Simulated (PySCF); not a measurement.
Cl3GeH3Si, SMILES [SiH3][Ge]([Cl])([Cl])[Cl].

The structure is a stationary point at B3LYP-D3(BJ)/def2-SVP.

Two levels are set side by side: PBE/def2-TZVP (PySCF) and M06-2X/def2-TZVP (PySCF). Same geometry, gas phase. Differences are taken from unrounded values.

| quantity | PBE |
|---|---|
| orbital gap (eV) | 4.84 |
| highest occupied level (eV) | -7.50 |
| lowest empty level (eV) | -2.67 |
| dipole moment (D) | 2.83 |
| mean polarisability (bohr³) | 98.7 |

### Question
These are the PBE values. What does M06-2X give? (Estimate from the structure and the level; the computed values follow.)

### Answer

```tsv
quantity	M06-2X	PBE minus M06-2X
orbital gap (eV)	9.16	-4.33
highest occupied level (eV)	-9.79	2.29
lowest empty level (eV)	-0.63	-2.04
dipole moment (D)	3.06	-0.22
mean polarisability (bohr³)	93.7	5.1
```

PBE's occupied levels lie high since its potential decays too fast outside the molecule; exact exchange lowers them and widens the gap. Loosely held outer electrons make PBE densities more polarisable. Differences between two approximate levels are no errors against the true value.

Rough cost on one machine, each run with all the roots and properties that it gave: M06-2X against PBE about 3 times.
